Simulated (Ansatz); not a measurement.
C2H5S, SMILES CC[S], multiplicity 2.

Geometry optimised at PBE0-D3(BJ)/def2-TZVP. The isomer is the one that the SMILES or the coordinates give; other isomers of the formula were not compared.

Two levels are set side by side: PBE/def2-SVPD (Ansatz, a program for electronic structure) and ωB97X-V/def2-SVPD (Ansatz). Energy differences of separate SCF runs at the same geometry; the states with an electron removed or added have multiplicity 3 and 1. Differences are taken from unrounded values.

| quantity | ωB97X-V | PBE | PBE minus ωB97X-V |
|---|---|---|---|
| vertical ionisation energy (eV) | 9.19 | 8.96 | -0.24 |
| vertical electron affinity (eV) | 1.82 | 1.85 | 0.03 |
